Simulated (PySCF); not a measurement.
## Spinor energies of Mn⁺ (manganese, charge +1)

Start: [Ar] 3d4 4s1 4p1; 3d5/2 filled at m_j = -1/2, +1/2, +3/2, +5/2; 4s1/2 filled at m_j = +1/2; 4p3/2 filled at m_j = +3/2. Calculated with PySCF 2.14 in x2c-SVPall-2c with one added diffuse shell each of s, d type (6s5p4d1f, 48 functions): generalised Hartree-Fock with the X2C-1e Hamiltonian and a Gaussian nucleus; one run each with spin-orbit coupling (SO) switched off, then screened by Boettger's factors. This is a chosen level, not necessarily the ground level.

```csv
spinor shell,electrons,"ε, spin-free (eV)","ε, screened SO (eV)",weight of nominal j (screened SO),"rms radius, screened SO (bohr)"
1s1/2,2,-6615.5,-6615.5,1.000,0.0704
2s1/2,2,-822.88,-822.88,1.000,0.302
2p1/2,2,-696.78,-703.94,0.984,0.271
2p3/2,4,-696.78,-693.27,0.992,0.274
3s1/2,2,-122.94,-122.95,1.000,0.912
3p1/2,2,-84.659,-84.016,0.665,0.976
3d5/2,4,-33.965,-33.955,0.691,1.17
4s1/2,1,-18.445,-18.445,0.998,3.00
4p3/2,1,-12.938,-12.910,1.000,3.22
```

Task: Where does 3p3/2 lie, and what is the 3p spin-orbit splitting (screened SO)?

Result: At -84.994 eV, -0.978 eV above 3p1/2.

| quantity | spin-free | screened SO |
| --- | --- | --- |
| E (hartree) | -1156.62052 | -1156.62819 |
| M_J | 6 | 6 |
| ⟨J²⟩ | 42.013 | 42.013 |
| ⟨L²⟩ | 12.012 | 12.017 |
| ⟨S²⟩ | 12.000 | 11.997 |

Each row is a mean over spinors that exchange with the open shell spreads, by up to 14.478 eV (3p3/2).

Rows whose weight is well below 1 are mixtures of j = l ± 1/2: exchange outweighs spin-orbit coupling there, and the label is only the starting occupation.

Without spin-orbit coupling the j labels of p, d and f shells carry no meaning; the spin-free column gives the mean over the occupied spinors of each nl shell.
